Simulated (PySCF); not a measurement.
PySCF input file for SnI4, SMILES [I][Sn]([I])([I])[I], PBE0-D3(BJ)/def2-SVP. Geometry: PBE0-D3(BJ)/def2-SVP. The isomer is the one that the SMILES or the coordinates give; other isomers of the formula were not compared. The def2 effective core potentials stand for the cores of I, Sn; spin–orbit coupling is left out.

```python
import numpy as np
from pyscf import gto, scf, dft, df
from pyscf.hessian import thermo

mol = gto.M(
    atom='''
    I    -1.54610773    1.54610772   -1.54610773
    Sn    0.00000000    0.00000000    0.00000000
    I     1.54610772    1.54610772    1.54610773
    I     1.54610773   -1.54610772   -1.54610772
    I    -1.54610772   -1.54610773    1.54610772
    ''',
    basis='def2-SVP',
    ecp={'I': 'def2-svp', 'Sn': 'def2-svp'},
    charge=0,
    spin=0,
    max_memory=1600,
    verbose=3,
)
mf = dft.RKS(mol, xc='pbe0').density_fit(auxbasis='def2-universal-jkfit')
mf.disp = 'd3bj'
mf.grids.level = 3
mf.conv_tol = 1e-11
mf.max_cycle = 100
mf.kernel()

# [left out here: the lines that compute and print the analytic Hessian (its translational invariance restored by hand, since the grid's response is missing), thermochemistry and intensities]
```

Log of the run:

```
converged SCF energy = -1405.36064117546

WARN: DFTD3 does not support analytical Hessian, using finite difference


WARN: Mole.unit (angstrom) is changed to Bohr

Mode                                 0                   1                   2
Irrep
Freq [cm^-1]                       42.8947             42.8947             62.6307
Reduced mass [au]                 126.9045            126.9045            125.1670
Force const [Dyne/A]                0.1376              0.1376              0.2893
Char temp [K]                      61.7159             61.7159             90.1116
Normal mode                   x     y     z       x     y     z       x     y     z
       0   I                 0.02  0.04  0.02    0.03  0.00 -0.03    0.03  0.00 -0.02
       1  Sn                 0.00 -0.00  0.00   -0.00 -0.00 -0.00   -0.03 -0.01  0.03
       2   I                -0.02  0.04 -0.02   -0.03  0.00  0.03    0.02  0.00 -0.03
       3   I                -0.02 -0.04  0.02   -0.03 -0.00 -0.03   -0.00  0.04  0.01
       4   I                 0.02 -0.04 -0.02    0.03 -0.00  0.03   -0.02 -0.03  0.02
Mode                                 3                   4                   5
Irrep
Freq [cm^-1]                       62.6307             62.6307            152.7402
Reduced mass [au]                 125.1670            125.1670            126.9045
Force const [Dyne/A]                0.2893              0.2893              1.7444
Char temp [K]                      90.1116             90.1116            219.7591
Normal mode                   x     y     z       x     y     z       x     y     z
       0   I                 0.02  0.01  0.03   -0.01  0.04 -0.01    0.03 -0.03  0.03
       1  Sn                 0.01 -0.04 -0.01   -0.03 -0.00 -0.03   -0.00  0.00 -0.00
       2   I                -0.03  0.01 -0.02   -0.02 -0.04 -0.01   -0.03 -0.03 -0.03
       3   I                 0.03 -0.00 -0.03    0.03 -0.00  0.02   -0.03  0.03  0.03
       4   I                -0.03  0.02  0.02    0.02  0.00  0.03    0.03  0.03 -0.03
Mode                                 6                   7                   8
Irrep
Freq [cm^-1]                      225.1966            225.1966            225.1966
Reduced mass [au]                 121.7818            121.7818            121.7818
Force const [Dyne/A]                3.6388              3.6388              3.6388
Char temp [K]                     324.0078            324.0078            324.0078
Normal mode                   x     y     z       x     y     z       x     y     z
       0   I                 0.03 -0.03  0.03    0.01 -0.01  0.01   -0.00 -0.00 -0.00
       1  Sn                -0.02  0.04 -0.05   -0.06  0.00  0.03    0.02  0.06  0.04
       2   I                 0.01  0.01  0.01    0.01  0.01  0.01   -0.03 -0.03 -0.03
       3   I                 0.00 -0.00 -0.00    0.02 -0.02 -0.02    0.02 -0.02 -0.02
       4   I                -0.01 -0.02  0.02    0.02  0.02 -0.02   -0.01 -0.01  0.01
temperature 298.1500 [K]
pressure 101325.00 [Pa]
Rotational constants [GHz] 0.20824 0.20824 0.20824
Symmetry number 12
Zero-point energy (ZPE) 0.00251 [Eh]   6591.492 [J/mol]
                           tot       elec      trans        rot        vib
Entropy [J/mol/K]       446.964      0.000    189.062    125.070    132.832
Cv [J/mol/K]             96.842      0.000     12.472     12.472     71.899
Cp [J/mol/K]            105.157      0.000     20.786     12.472     71.899
Internal energy [J/mol]                      3718.434   3718.434  23213.933
Internal energy [Eh]   -1405.34897  -1405.36064
Enthalpy [J/mol]                             6197.391   3718.434  23213.933
Enthalpy [Eh]          -1405.34802
Gibbs free energy [J/mol]                  -50171.425 -33571.249 -16389.859
Gibbs free energy [Eh] -1405.39878
mode   freq/cm-1   IR/(km/mol)
   1       42.89         0.000
   2       42.89         0.000
   3       62.63         1.263
   4       62.63         1.263
   5       62.63         1.263
   6      152.74         0.000
   7      225.20        35.489
   8      225.20        35.489
   9      225.20        35.489
max |gradient| / (hartree/bohr): 0.00010698898802601086
APT charges: [-0.4497  1.7986 -0.4497 -0.4497 -0.4497]
```

The calculation finished and met its thresholds.

Cost: very roughly 6 core-minutes.
